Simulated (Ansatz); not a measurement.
Relaxation of H5InO2Si (9 atoms, charge 0, multiplicity 1), to a largest force component of 0.02 eV/Å in at most 50 steps.

Computed with RKS PBE0-D4/def2-SVP (Ansatz).

```xyz
9
Properties=species:S:1:pos:R:3:forces:R:3
O -2.110 1.248 -0.626 -0.99 -0.15 -0.62
In -0.546 1.624 0.444 0.38 1.05 0.73
O 0.816 0.224 0.458 0.20 0.62 0.31
Si 0.982 -1.302 -0.031 0.18 -0.24 -0.06
H -2.050 0.397 -1.064 -0.10 -0.28 -0.21
H -0.220 3.006 1.324 0.02 0.33 0.19
H 2.430 -1.510 0.004 0.56 -0.59 -0.14
H 0.442 -1.492 -1.396 -0.11 -0.21 -0.40
H 0.255 -2.194 0.889 -0.15 -0.52 0.20
```

Question: Where does it end, and by what steps?

Answer: The forces met the threshold. The force dipped under the threshold on the way, but the program's further checks kept it going. After 15 steps the energy has fallen by 0.197 eV; H8 moved furthest, 0.66 Å.

| step | energy less start (eV) | largest force component (eV/Å) | accepted |
| --- | --- | --- | --- |
| 0 | 0.0000 | 1.049 | yes |
| 1 | -0.1766 | 0.413 | yes |
| 2 | -0.1840 | 0.169 | yes |
| 3 | -0.1853 | 0.028 | yes |
| 4 | -0.1875 | 0.023 | yes |
| 5 | -0.1894 | 0.168 | yes |
| 6 | -0.1915 | 0.068 | yes |
| 7 | -0.1933 | 0.011 | yes |
| 8 | -0.1945 | 0.093 | yes |
| 9 | -0.1953 | 0.079 | yes |
| 10 | -0.1960 | 0.057 | yes |
| 11 | -0.1965 | 0.035 | yes |
| 12 | -0.1967 | 0.030 | yes |
| 13 | -0.1970 | 0.017 | yes |
| 14 | -0.1971 | 0.021 | yes |
| 15 | -0.1971 | 0.018 | yes |

```xyz
9
Properties=species:S:1:pos:R:3
O -1.845 1.314 -0.956
In -0.552 1.714 0.499
O 0.696 0.165 0.749
Si 0.907 -1.318 0.068
H -1.691 0.439 -1.334
H -0.425 3.101 1.459
H 2.268 -1.444 -0.541
H -0.101 -1.566 -1.025
H 0.742 -2.406 1.082
```

Whether the end is a true minimum wasn't checked by a vibrational analysis.

The run took 38 s on 2 threads of Arm Neoverse V2 (shared host), peak memory 0.21 GiB.
